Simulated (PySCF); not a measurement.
# How the method changes the constants of LaCl

State: triplet, about 0.1 electrons in the 4f shell (Mulliken). Set-up: basis La x2c-TZVPall, Cl x2c-TZVPall; spin-free X2C with a Gaussian nucleus; PySCF 2.14. De refers to La (5d1 6s2) + Cl in their high-spin ground configurations, without counterpoise correction. The functionals are run spin-unrestricted. A positive dipole means La(−)Cl(+).

| Level | Re (Å) | ωe (cm⁻¹) | De (eV) | μ (D) | CPU s a point (SCF and correlation, without the integrals) |
| --- | --- | --- | --- | --- | --- |
| UHF | 2.636 | 301 | n/a | -5.05 | 2.5 |
| UHF-MP2 | 2.557 | 333 | n/a | n/a | 4.4 |
| UHF-SCS-MP2 | 2.575 | 326 | n/a | n/a | n/a |
| UHF-CCSD | 2.582 | 324 | n/a | n/a | n/a |
| UHF-CCSD(T) | 2.574 | 327 | n/a | n/a | 180 |
| LDA | 2.495 | 344 | n/a | -3.87 | 2.6 |
| PBE | 2.537 | 324 | n/a | -4.23 | 3.9 |
| r²SCAN | 2.549 | 324 | n/a | -4.68 | 4.3 |
| PBE0 | 2.540 | 327 | n/a | -4.61 | 6.8 |
| B97-3 | 2.561 | 317 | n/a | -4.55 | 3.8 |
| HSE06 | 2.544 | 326 | n/a | -4.61 | 11 |

The bond length runs from 2.495 Å (LDA) to 2.636 Å (UHF).

Correlated steps freeze 23 core orbitals. These are scalar-relativistic numbers at best; spin–orbit coupling would shift them, the dissociation energy most. With d or f electrons several states lie close, and the lowest PBE0 determinant need not be the measured ground state.

The whole job (state search and all levels along the bond) took about 11 min on 4 threads of INTEL XEON PLATINUM 8581C @ 2.30GHz (shared host), peak memory 5.8 GiB.
